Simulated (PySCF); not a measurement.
HMnO3: fields on a plane

Method: B3LYP/[Mn def2-SVP, O def2-SVP, H def2-SVP], no relativity, density fitting, PySCF.

The singlet minimum has Mn–O 1.542 Å, Mn–O 1.545 Å, Mn–O 1.717 Å, O–H 0.970 Å; H–O–Mn 123.3°, O–Mn–O 118.6°, O–Mn–O 119.8°, O–Mn–O 121.7°.

The plane holds Mn1 at (0.00, 0.00), O2 at (1.72, 0.00), O3 at (-0.77, 1.34), O4 at (-0.81, -1.32), H5 at (2.25, -0.81) Å. Columns run from x = -2.85 to 4.65 Å, rows from y = 3.75 (top) to -3.45 Å, in steps of 0.3 Å. Other isomers or separated fragments may lie lower.

Q: Give the electron density (e/Å³) (cut at 5 e/Å³). Every second row and column.

A: 
```
0.00 0.00 0.00 0.00 0.00 0.00 0.00 0.00 0.00 0.00 0.00 0.00 0.00
0.00 0.00 0.00 0.00 0.00 0.00 0.00 0.00 0.00 0.00 0.00 0.00 0.00
0.00 0.00 0.02 0.07 0.07 0.02 0.00 0.00 0.00 0.00 0.00 0.00 0.00
0.00 0.01 0.16 1.28 1.22 0.16 0.02 0.00 0.00 0.00 0.00 0.00 0.00
0.00 0.02 0.44 5.00 5.00 0.47 0.06 0.04 0.04 0.02 0.00 0.00 0.00
0.00 0.02 0.20 1.62 2.14 1.24 0.23 0.58 0.79 0.15 0.01 0.00 0.00
0.00 0.01 0.07 0.28 5.00 5.00 1.42 4.63 5.00 0.54 0.03 0.00 0.00
0.00 0.01 0.12 0.59 3.24 5.00 0.73 2.19 3.43 0.69 0.05 0.00 0.00
0.00 0.03 0.46 5.00 4.07 0.46 0.13 0.20 0.64 0.36 0.03 0.00 0.00
0.00 0.02 0.39 4.43 3.09 0.27 0.04 0.02 0.04 0.03 0.01 0.00 0.00
0.00 0.01 0.07 0.28 0.23 0.05 0.01 0.00 0.00 0.00 0.00 0.00 0.00
0.00 0.00 0.01 0.02 0.01 0.00 0.00 0.00 0.00 0.00 0.00 0.00 0.00
0.00 0.00 0.00 0.00 0.00 0.00 0.00 0.00 0.00 0.00 0.00 0.00 0.00
```

Q: Give the highest occupied orbital (Å^-3/2) at -7.86 eV (cut at ±0.3; overall sign arbitrary). Lower edges of the bins (Å^-3/2): '0' -0.300, '1' -0.240, '2' -0.180, '3' -0.120, '4' -0.060, '5' 0.000, '6' 0.060, '7' 0.120, '8' 0.180, '9' 0.240; top 0.30.

A: 
```
44444444444444444444444444
44444444444455544444444444
44444444444455555444444444
44444444444455555544444444
44444433444455555554444444
44444322344455555554444444
44443200134555555544444444
44443200034555555444444444
55444328555555554444444444
55555589965555544444444444
55555678643345543344444444
55555664000024542234444444
55555550000005750134444444
55555651000015891234444444
55556664000035774334444444
55556789633345664344444444
55555699855555555444444444
55444313445555555444444444
44443100034555555444444444
44443200134555555444444444
44443322334455555444444444
44444333344455555444444444
44444444444455554444444444
44444444444455544444444444
44444444444455444444444444
```

Stability towards spin polarisation was not tested.
